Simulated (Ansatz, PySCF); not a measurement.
Molecule: CH$_{6}$O$_{3}$Sn, charge 0, multiplicity 1. SMILES: [CH3][Sn]([OH])([OH])[OH]
Geometry from a B3LYP-D3(BJ)/def2-TZVP (Ansatz, a first-principles code) optimisation:
```xyz
11

C      2.1277    -0.2690    -0.1885
Sn     0.0250    -0.0032    -0.0022
O     -0.9810    -0.9209    -1.4323
O     -0.5051     1.8974    -0.0825
O     -0.6754    -0.7032     1.7063
H      2.3847    -0.2986    -1.2448
H      2.6303     0.5648     0.2961
H      2.4062    -1.2044     0.2912
H     -1.6947    -1.4630    -1.0779
H     -1.2189     2.0445    -0.7130
H     -1.2304    -0.0576     2.1580
```

Quantity: atomisation energy (electronic, to ground-state atoms), in kJ/mol. Valence correlation only, unless marked. Open shells are spin-unrestricted. No spin-orbit coupling. The frozen core is the preceding noble-gas configuration, with the filled d and f shells of earlier blocks. In def2 rows, elements after Kr have scalar-relativistic effective core potentials. The coupled-cluster limit lacks core correlation, which all-electron functionals hold. Basis-set limits of correlation are two-point, X^-3; Hartree-Fock from the larger set. The bracket is a focal-point correction in the basis named.

```csv
level,program,atomisation energy (kJ/mol)
r2SCAN/def2-TZVPD,Ansatz,3897.0
r2SCAN0-D4/def2-TZVPD,Ansatz + dftd4,3797.4
M06-2X/def2-TZVPD,PySCF,…
LC-wPBE/def2-TZVPD,Ansatz,…
B2PLYP-D3(BJ)/def2-TZVPD,Ansatz + dftd3,3868.9
"RI-MP2/CBS(def2-TZVPPD,def2-QZVPPD)+[CCSD(T)-MP2]/def2-TZVPPD",Ansatz,3953.8
```

### Question
Complete the blanks.

### Answer

- M06-2X/def2-TZVPD, atomisation energy (kJ/mol): 3901.9
- LC-wPBE/def2-TZVPD, atomisation energy (kJ/mol): 3877.7
